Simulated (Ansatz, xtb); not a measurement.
CH8BF3Si3: 5 structures ranked

5 gas-phase structures of CH8BF3Si3, from a drawn sample of its isomers (lower ones may exist). Each was relaxed with GFN2-xTB; where two conformers were screened, the lower at r2SCAN-D4/def2-SVP is listed:

A. `B[SiH2][SiH2][SiH2]C(F)(F)F`, a singlet
B. `B[SiH2][SiH]([SiH3])C(F)(F)F`, a singlet
C. `B[SiH]([SiH2][SiH3])C(F)(F)F`, a singlet
D. `B[SiH]([SiH3])[SiH2]C(F)(F)F`, a singlet
E. `B[Si]([SiH3])([SiH3])C(F)(F)F`, a singlet

Task: Make a reasoned guess at their ranking by r2SCAN-D4/def2-SVP single-point energy.

Result: Calculated order at r2SCAN-D4/def2-SVP: E (0.0), D (0.9), C (1.7), B (2.1), A (2.4) kcal/mol. Less than 1 kcal/mol parts E and D; D and C; C and B; B and A, so the order within those pairs means little.

Energies above the lowest of each column, in kcal/mol; the last columns are at PBE0-D3(BJ)/def2-SVP geometries:

| structure | GFN2-xTB | HF/STO-3G | r2SCAN-D4/def2-SVP | PBE0-D3(BJ)/def2-SVP | CCSD(T)/def2-SVP + ΔMP2/def2-TZVPP |
| --- | --- | --- | --- | --- | --- |
| E | 0.0 | 0.0 | 0.0 | 0.3 | 0.0 |
| D | 1.6 | 3.1 | 0.9 | 0.0 | 0.7 |
| C | 0.7 | 1.3 | 1.7 | 1.2 | 1.6 |
| B | 0.2 | 3.0 | 2.1 | 0.9 | 1.3 |
| A | 1.0 | 4.6 | 2.4 | 0.6 | 1.5 |

Every level run on E puts it lowest or level with the lowest. CCSD(T)/def2-SVP + ΔMP2/def2-TZVPP orders those it was run on as E (0.0), D (0.7), B (1.3), A (1.5), C (1.6) kcal/mol. Less than 1 kcal/mol parts E and D; D and B; B and A; A and C, so the order within those pairs means little. Flexible structures stand in one conformer each, not always the lowest. Frequencies (GFN2-xTB) were run for C, D, E alone. ΔMP2 is the change of the MP2 energy from the smaller to the larger basis.

Over these structures GFN2-xTB departs from r2SCAN-D4/def2-SVP by 0.9 kcal/mol on average once a common shift is removed. A GFN2-xTB relaxation took about 0.41 s and the r2SCAN-D4/def2-SVP energy about 3.9 s on a shared host (Ansatz 0.2.0, xtb 6.7.1).
